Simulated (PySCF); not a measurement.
A structure optimised at B3LYP-D3(BJ)/def2-SVP, used in a PySCF frequency run:

```xyz
9

Al    -0.2901     0.0193    -0.7719
H     -0.9676    -0.8445    -1.9210
C     -0.0072     1.9448    -1.0005
H      0.6546     2.1407    -1.8634
H      0.4374     2.4315    -0.1179
H     -0.9627     2.4527    -1.2238
P      0.1670    -1.0342     1.2674
H      1.4199    -0.3766     1.4708
H      0.7274    -2.2108     0.6816
```
Charge 0, spin multiplicity 1.

Question: Write its SMILES and formula.

Answer: [CH3][AlH][PH2], CH6AlP

Question: What are its rotational constants (standard atomic weights)?

Answer: 17.333, 2.9360, 2.5955 GHz
